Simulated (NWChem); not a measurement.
System: MgNH2Br; SMILES [NH2][Mg][Br]

```xyz
5

Mg    -0.0014     1.1475     0.0000
Br     0.0003    -1.2069     0.0000
N      0.0023     3.0307     0.0000
H     -0.0046     3.6277    -0.8197
H     -0.0046     3.6277     0.8197
```
Atoms are numbered in this order, from 1.

Program: NWChem. Coordinates come from a B3LYP/6-31G* (spherical d) optimisation. Ions are spin-unrestricted doublets at the neutral geometry; other ion states weren't tried. Functional: LC-ωPBE (HJS hole) with def2-SVP; rows give the range parameter ω in 1/bohr.

```
range parameter (1/bohr)  vertical ionisation energy, ΔSCF (eV)  −ε(HOMO) (eV)  ΔSCF minus −ε(HOMO) (eV)
------------------------  -------------------------------------  -------------  ------------------------
0.05                                                       8.70           5.86                      2.84
0.15                                                       8.94           7.26                      1.68
0.25                                                       9.19           8.34                      0.85
0.30                                                       9.21           8.77                      0.44
0.35                                                       9.21           9.13                      0.08
```
